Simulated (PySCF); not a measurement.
# How methods differ on the excitation energy of Rh+

Rh+ [Kr] 4d8 (3F) → Rh+ [Kr] 4d7 5p1 (high-spin determinant), as a difference of total energies. Computed with PySCF 2.14 in ANO-RCC-VTZP (7s6p4d2f1g, 68 functions), with scalar relativity by spin-free X2C-1e. Correlated levels: valence and next inner shell: [Ar] 3d10 frozen. The calculations carry no spin-orbit coupling.

```
                                method  excitation energy (eV)
                                   UHF                   6.056
    MP2 (valence and next inner shell)                   7.269
SCS-MP2 (valence and next inner shell)                   7.315
   CCSD (valence and next inner shell)                   6.995
CCSD(T) (valence and next inner shell)                   7.041
```

Task: How much does correlation contribute at CCSD(T) (valence and next inner shell)?

Result: 7.041 − (6.056) = 0.985 eV, measured against UHF.

A first-order spin-orbit estimate (lowest level to lowest level, LS coupling) adds 0.058 eV.

The basis was made for the ground configuration and has no added diffuse functions, so the excitation energy can come out too high.

The determinant of the upper state mixes LS terms, which raises its energy above the lowest term, most at the Hartree-Fock and MP2 levels.
